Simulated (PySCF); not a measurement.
**Two-component Hartree-Fock for Hf⁺ (hafnium, charge +1)**

Start: [Xe] 4f14 5d3; 5d5/2 filled at m_j = +1/2, +3/2, +5/2. Calculated with PySCF 2.14 in x2c-TZVPall-2c with one added diffuse shell each of s, p, d type (12s12p11d2f, 117 functions): generalised Hartree-Fock with the X2C-1e Hamiltonian and a Gaussian nucleus; spin-orbit coupling (SO) screened by Boettger's factors. This is a chosen level, not necessarily the ground level.

| spinor shell | electrons | ε, screened SO (eV) | weight of nominal j (screened SO) | rms radius, screened SO (bohr) |
| --- | --- | --- | --- | --- |
| 1s1/2 | 2 | -65678.3 | 1.000 | 0.0215 |
| 2s1/2 | 2 | -11371.0 | 1.000 | 0.0869 |
| 2p1/2 | 2 | -10840.3 | 1.000 | 0.0740 |
| 2p3/2 | 4 | -9642.9 | 1.000 | 0.0812 |
| 3s1/2 | 2 | -2653.5 | 1.000 | 0.222 |
| 3p1/2 | 2 | -2418.4 | 1.000 | 0.214 |
| 3p3/2 | 4 | -2157.2 | 1.000 | 0.228 |
| 3d3/2 | 4 | -1763.7 | 1.000 | 0.202 |
| 3d5/2 | 6 | -1707.2 | 1.000 | 0.206 |
| 4s1/2 | 2 | -568.49 | 1.000 | 0.498 |
| 4p1/2 | 2 | -470.83 | 1.000 | 0.508 |
| 4p3/2 | 4 | -410.49 | 1.000 | 0.541 |
| 4d3/2 | 4 | -249.40 | 1.000 | 0.571 |
| 4d5/2 | 6 | -238.08 | 1.000 | 0.583 |
| 5s1/2 | 2 | -84.507 | 1.000 | 1.23 |
| 5p1/2 | 2 | -54.205 | 0.975 | 1.38 |
| 5p3/2 | 4 | -46.075 | 0.987 | 1.49 |
| 4f5/2 | 6 | -36.429 | 0.995 | 0.746 |
| 4f7/2 | 8 | -34.724 | 0.996 | 0.753 |
| 5d5/2 | 3 | -12.361 | 0.711 | 2.58 |

```json
{"quantity": "E (hartree)", "screened SO": "-15082.48116"}
{"quantity": "M_J", "screened SO": "9/2"}
{"quantity": "⟨J²⟩", "screened SO": "24.761"}
{"quantity": "⟨L²⟩", "screened SO": "12.444"}
{"quantity": "⟨S²⟩", "screened SO": "3.754"}
```

Each row is a mean over spinors that exchange with the open shell spreads, by up to 4.557 eV (5p3/2).

Rows whose weight is well below 1 are mixtures of j = l ± 1/2: exchange outweighs spin-orbit coupling there, and the label is only the starting occupation.

Breit and QED terms are absent; they matter most for the inner s and p1/2 levels.

Densities and radii are taken from the X2C orbitals without a picture-change correction, which distorts them close to the nucleus.
